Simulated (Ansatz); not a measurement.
Calculated with Ansatz (gas phase, PBE0-D4/def2-TZVP geometries, no zero-point term in ΔE). CCSD(T)/CBS adds triple-zeta CCSD(T) − MP2 to the extrapolated MP2 energy (def2 sets, frozen cores). DFT in def2-TZVPP. One conformer a species, not always the lowest.

Consider the ligand exchange at a B–N bond: `C=C([SiH3])NBF` + `O[SiH2]O` → `O[SiH2]OBF` + `C=C(N)[SiH3]`.

Q: Is it downhill or uphill in electronic energy at CCSD(T)/CBS, and by how much? (An estimate is asked.)

A: Computed: Downhill: ΔE = -0.09 eV.

Q: What do these levels give: ωB97X-V, MP2/def2-TZVPP, SCS-MP2/def2-TZVPP, HF/def2-QZVPP, HF/CBS(def2), MP2/CBS(def2)? (Best estimate.)

A: Computed: ωB97X-V -0.12, MP2/def2-TZVPP -0.08, SCS-MP2/def2-TZVPP -0.11, HF/def2-QZVPP -0.27, HF/CBS(def2) -0.28, MP2/CBS(def2) -0.08 eV.

Largest T1 diagnostic among the species: 0.013.

In def2-TZVPP, CCSD(T) changes the Hartree–Fock value by +0.17 eV (the triples alone add +0.02 eV) and MP2 by +0.18 eV.
